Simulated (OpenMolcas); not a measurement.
# Multiconfigurational calculation on neutral hafnium

Input:

```
&GATEWAY
Coord
1

Hf 0.0 0.0 0.0
Basis=ANO-RCC-VQZP
Group=XYZ
NoMove
AngMom=0.0 0.0 0.0
AMFI
&SEWARD
&RASSCF
FileOrb=start.orb
Symmetry=1
Spin=3
nActEl=4 0 0
Inactive=15 19
Ras2=6 0
CIRoot=55 55 1
SDav=105
CIMx=300
Iter=120 100
PrWF=0.3
OrbListing=Nothing
MaxOrb=0
Atom
>>> COPY $Project.JobIph JOB001
&RASSCF
FileOrb=start.orb
Symmetry=1
Spin=5
nActEl=4 0 0
Inactive=15 19
Ras2=6 0
CIRoot=15 15 1
SDav=15
CIMx=300
Iter=120 100
PrWF=0.3
OrbListing=Nothing
MaxOrb=0
Atom
CIOnly
>>> COPY $Project.JobIph JOB002
&RASSCF
FileOrb=start.orb
Symmetry=1
Spin=1
nActEl=4 0 0
Inactive=15 19
Ras2=6 0
CIRoot=105 105 1
SDav=105
CIMx=300
Iter=120 100
PrWF=0.3
OrbListing=Nothing
MaxOrb=0
Atom
CIOnly
>>> COPY $Project.JobIph JOB003
&RASSI
NrOfJobIphs=3 55 10 50
1 2 3 4 5 6 7 8 9 10 11 12 13 14 15 16 17 18 19 20 21 22 23 24 25 26 27
28 29 30 31 32 33 34 35 36 37 38 39 40 41 42 43 44 45 46 47 48 49 50 51
52 53 54 55
1 2 3 4 5 6 7 8 9 10
1 2 3 4 5 6 7 8 9 10 11 12 13 14 15 16 17 18 19 20 21 22 23 24 25 26 27
28 29 30 31 32 33 34 35 36 37 38 39 40 41 42 43 44 45 46 47 48 49 50
IphNames
JOB001
JOB002
JOB003
EJob
SpinOrbit
DIPRint=1.0
SOCoupling=1000.0
Subsets=2
MEES
Property=10
'ANGMOM' 1 'ANGMOM' 2 'ANGMOM' 3 'MLTPL  1' 1 'MLTPL  1' 2 'MLTPL  1' 3
'AMFI' 1 'AMFI' 2 'AMFI' 3 'MLTPL  2' 6
SOProperty=3
'ANGMOM' 1 'ANGMOM' 2 'ANGMOM' 3
```

Launched by
```bash
OMP_NUM_THREADS=1 MOLCAS_MEM=1689 MOLCAS_PROJECT=a pymolcas a.inp > a.log  # once for each step of the input, in one work folder
```

A driver script runs the steps one by one and writes start.orb anew before each from the orbitals found so far, so a CI-only block uses the converged orbitals of the first block.

Output, cut to the results:

```
--- SEWARD ---
Basis set label: HF.ANO-RCC...9S8P6D4F3G2H.

      Electronic valence basis set:
      ------------------
      Associated Effective Charge  72.000000 au
      Associated Actual Charge     72.000000 au
      Nuclear Model: Point charge

      Shell  nPrim  nBasis  Cartesian Spherical Contaminant
         s      24       9        X
         p      21       8        X
         d      15       6                 X
         f      11       4                 X
         g       4       3                 X
         h       2       2                 X
                  Relativistic Douglas-Kroll-Hess integrals:
                    - DKH order of Hamiltonian: 2
                    - DKH order of Properties : 0
                  Atomic mean-field integrals
--- RASSCF ---
Wave function specifications:
      -----------------------------

      Number of closed shell electrons          68
      Number of electrons in active shells       4
      Max number of holes in RAS1 space          0
      Max nr of electrons in RAS3 space          0
      Number of inactive orbitals               34
      Number of active orbitals                  6
      Number of secondary orbitals             100
      Spin quantum number                      1.0
      State symmetry                             1
Orbital specifications:
      -----------------------

      Symmetry species                           1   2
                                                ag  au
      Frozen orbitals                            0   0
      Inactive orbitals                         15  19
      Active orbitals                            6   0
      RAS1 orbitals                              0   0
      RAS2 orbitals                              6   0
      RAS3 orbitals                              0   0
      Secondary orbitals                        45  55
      Deleted orbitals                           0   0
      Number of basis functions                 66  74
      Number of CSFs                           105
      Number of root(s) required                55
      Iter CI   SX   CI       RASSCF       Energy    max ROT     max BLB   max BLB  Level Ln srch  Step   QN
          iter iter root      energy       change     param      element    value   shift minimum  type update
 Nr of preliminary CI iterations:   1
      Total energies have been shifted. Add               -15000.00 au
        1   1   12    0   -63.91531413    0.00E+00   2.67E-03   21  23 1  1.67E-03*  0.27   0.00    SX    NO
        2   1   11    0   -63.91534051   -2.64E-05*  4.03E-04   13  33 2  1.85E-03*  0.27   0.00    SX    NO
        3   1   11    0   -63.91534121   -6.95E-07*  4.07E-04   13  33 2 -2.26E-03*  0.27   0.00    SX    NO
        4   1   11    0   -63.91534025    9.51E-07*  2.88E-04   13  33 2  2.71E-03*  0.27   0.00    SX    NO
        5   1   11    0   -63.91533871    1.55E-06*  2.64E-04   13  33 2 -3.25E-03*  0.27   0.46    SX   YES
        6   1   11    0   -63.91534246   -3.75E-06* -8.35E-05   13  33 2  1.73E-03*  0.27   0.65    QN   YES
        7   1    5    0   -63.91534395   -1.49E-06* -2.69E-05   21  22 1 -1.39E-05   0.27   1.00    QN   YES
        8   1    5    0   -63.91534395   -6.84E-10   4.10E-05   21  22 1 -8.17E-06   0.27   2.03    QN   YES
      Convergence after  8 iterations
        9   1    5    0   -63.91534395   -3.55E-10   4.10E-05   19  23 2  3.29E-06   0.27   2.03    QN   YES
      Natural orbitals and occupation numbers for root  1
      sym 1:   0.115569   0.033220   0.901812   0.117212   0.901168   1.931019
      Natural orbitals and occupation numbers for root  2
      sym 1:   0.794389   0.221316   0.221316   0.794404   0.036945   1.931631
      Natural orbitals and occupation numbers for root  3
      sym 1:   0.124403   0.122066   0.893863   0.033770   0.894833   1.931065
::    RASSCF root number  1 Total energy: -15064.00211622
::    RASSCF root number  2 Total energy: -15064.00211622
::    RASSCF root number  3 Total energy: -15064.00211622
::    RASSCF root number  4 Total energy: -15064.00211622
::    RASSCF root number  5 Total energy: -15064.00211622
::    RASSCF root number  6 Total energy: -15064.00211622
::    RASSCF root number  7 Total energy: -15064.00211622
::    RASSCF root number  8 Total energy: -15063.99014592
::    RASSCF root number  9 Total energy: -15063.99014592
::    RASSCF root number 10 Total energy: -15063.99014592
::    RASSCF root number 11 Total energy: -15063.91679587
...
--- RASSI ---
SPIN-FREE ENERGIES:
  (Shifted by EMIN (a.u.) =     -15064.0021162207)

 SF State       Relative EMIN(au)   Rel lowest level(eV)    D:o, cm**(-1)      L_eff

     1             0.0000000000        0.0000000000              0.0000         3.0
     2             0.0000000000        0.0000000000              0.0000         3.0
     3             0.0000000000        0.0000000000              0.0000         3.0
     4             0.0000000000        0.0000000000              0.0000         3.0
     5             0.0000000000        0.0000000000              0.0000         3.0
     6             0.0000000000        0.0000000000              0.0000         3.0
     7             0.0000000000        0.0000000000              0.0000         3.0
     8             0.0119702990        0.3257284296           2627.1770         1.0
     9             0.0119702990        0.3257284296           2627.1770         1.0
    10             0.0119702990        0.3257284296           2627.1770         1.0
    66             0.0192343312        0.5233928160           4221.4478         2.0
    67             0.0192343312        0.5233928160           4221.4478         2.0
    68             0.0192343312        0.5233928160           4221.4478         2.0
    69             0.0192343312        0.5233928160           4221.4478         2.0
    70             0.0192343312        0.5233928160           4221.4478         2.0
    56             0.0341121425        0.9282386843           7486.7499         3.0
    57             0.0341121425        0.9282386843           7486.7499         3.0
    58             0.0341121425        0.9282386843           7486.7499         3.0
    59             0.0341121425        0.9282386843           7486.7499         3.0
    60             0.0341121425        0.9282386843           7486.7499         3.0
    61             0.0341121425        0.9282386843           7486.7499         3.0
...
```

Levels above the lowest, from the spin-orbit matrix, grouped by J:

```csv
Configuration,Term,J,E (cm-1),Measured (cm-1),g,Term weight %,Second
5d2 6s2,3F,2,0.0,0.0,0.691,93,6 1D
5d2 6s2,3F,3,2154,2357,1.084,100,
5d2 6s2,3P,0,3862,5522,,99,
5d2 6s2,3F,4,4242,4568,1.245,98,2 1G
5d2 6s2,3P,1,4681,6573,1.502,99,
5d2 6s2,3P,2,4766,,1.343,70,25 1D
5d3 6s,5F,1,7465,,0.011,98,2 3D
5d3 6s,5F,2,8145,,1.006,93,4 5d2 6s2 1D
5d2 6s2,1D,2,8345,5639,1.131,64,28 3P
5d3 6s,5F,3,9141,,1.250,99,
5d3 6s,5F,4,10339,,1.342,97,
5d2 6s2,1G,4,10999,10533,1.012,96,2 3F
5d3 6s,5F,5,11662,,1.394,97,3 3G
5d3 6s,5P,1,16733,,2.483,98,
5d3 6s,5P,2,17217,,1.818,96,
5d3 6s,5P,3,18255,,1.664,99,
5d3 6s,3G,3,20314,,0.768,95,4 3F(1)
5d3 6s,3G,4,20655,,1.020,81,15 3H
5d3 6s,3G,5,21551,,1.164,72,24 3H
5d3 6s,3F(1),2,22602,,0.802,73,20 3D
5d3 6s,3D,1,23265,,0.602,85,8 3P(1)
5d3 6s,3H,4,23813,,0.846,81,14 3G
5d3 6s,3F(1),3,24295,,1.162,61,34 3D
5d3 6s,3D,2,24610,,1.073,69,24 3F(1)
```

Against the 6 measured excited levels shown (NIST Handbook of Basic Atomic Spectroscopic Data) the mean absolute deviation is 1200 cm-1; the largest miss in energy is 5d2 6s2 1D2 [64 %]: computed 8345, measured 5639 cm-1 (+48.0 %).

Without dynamic correlation excited terms often stand tens of per cent too high (terms of higher spin than the ground term too low), and those without a measured partner can miss by more than the paired ones. Terms from blocks run as CI alone lack orbitals of their own. A single d shell beside an s shell can misplace configurations of different d count against each other. Computed and measured levels are paired by configuration, term and J; levels that our copy of the source lacks, or whose pairing is in doubt (as where it misses far off the trend of its configuration), stay unpaired and out of the deviations. Levels of configurations outside the active space are missing. The first state left out of the spin-orbit step lies near 37000 cm-1 above the lowest spin-free state of the reference (among the parities and spins computed), and the list stops at four fifths of that energy or lower. The table shows the lowest 24 of 32 levels.

The RASSCF and RASSI steps took 85 s on 1 thread of Arm Neoverse V1 (shared host); the integral step is not counted.

The term weight is that of the spin-free term in the level, not the purity of its configuration. A share in square brackets marks a mixed level and gives the weight of the term that names it. A number in round brackets counts repeated terms of one configuration in the order of the reference energies.
